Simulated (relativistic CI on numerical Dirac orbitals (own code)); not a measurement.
Mn2+: what numerical and physical settings do to a radial Dirac CI calculation

Reference input:

```
atom Mn  Z=25  charge=2  electrons=23
nucleus A=55  rms_radius_fm=3.7057
hamiltonian dirac-coulomb  breit=on  qed=on  c_scale=1
orbitals kli  potential=per-configuration
slater_scale 1
correlation none
mixing on
grid step=0.0125 r_max=49.7
scf mixing=0.4 start=green max_iterations=150 tolerance=2e-08 node_fill=0.05
configurations
  [Ar] 3d5
  [Ar] 3d4 4s
end
```

Computed lowest total energy -1156.10039 Ha, first excitation 31358.5 cm⁻¹, 24 SCF steps. Runs with settings changed; * marks those that are bad on purpose:

```
                           Changed    Outcome  Lowest level   ΔE (Ha)  First excitation (cm⁻¹)  SCF steps                                                  Message
                  Slater scale 0.6  converged    3d5 6S_5/2    0.0969                  18786.3         24                                                         
                  Slater scale 1.2  converged    3d5 6S_5/2   -0.0485                  37643.9         24                                                         
     end of the grid at 74.55 bohr  converged    3d5 6S_5/2  2.27e-13                  31358.5         24                                                         
iteration limit 20, Breit term off  converged    3d5 6S_5/2    -0.409                  31380.8         24                                                         
                        charge 3 *    refused                                                           0  configuration [Ar] 3d5 has 23 electrons, the ion has 22
                  grid step 0.08 *  converged    3d5 6S_5/2  0.000462                  31358.5         23
```

With so few configurations and no correlation, terms lie too far apart (by 10 to 50 % near neutrality), their order can be wrong, and levels of other configurations are missing.
